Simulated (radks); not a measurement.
Fractional charge and spin in the 5p shell of erbium: the spin-up occupation runs from 2 to 3 and the spin-down occupation from 2 to 3; the fullest corner is Er2+, [Kr] 4d10 4f(up 6, down 6) 5s2 5p(up 3, down 3). Calculated with a radial shooting solver on a logarithmic mesh with Libxc functionals: scalar-relativistic Kohn-Sham, PBE, spin-polarised, spherical densities, finite nucleus; Fermi nuclear charge, rms radius of each element as measured or else 0.836 A^(1/3) + 0.57 fm. Energy (eV) above the fullest corner. The planes named below are the two flat planes that join the four corners, with an edge along up + down = one added electron.

| down \ up | 2 | 2.25 | 2.5 | 2.75 | 3 |
|---|---|---|---|---|---|
| 2 | 108.868 | 92.147 | 76.304 | 61.330 | 47.218 |
| 2.25 | 92.147 | 76.364 | 61.448 | 47.390 | 34.180 |
| 2.5 | 76.304 | 61.448 | 47.447 | 34.292 | 21.972 |
| 2.75 | 61.330 | 47.390 | 34.292 | 22.026 | 10.583 |
| 3 | 47.218 | 34.180 | 21.972 | 10.583 | 0.000 |

Corners above the fullest one (they belong to Er3+ and the next ion): (up 3, down 2) 47.218 eV, (up 2, down 3) 47.218 eV, (up 2, down 2) 108.87 eV. With half an added electron in each spin the energy lies 0.229 eV from the planes, and with half an added electron in spin up alone -1.739 eV. The planes are only a guide here: the flat-plane condition holds for ground states with one frontier orbital, while this shell lies below other occupied shells, so the corners above the fullest one are inner-hole states and not the ground states of those ions.
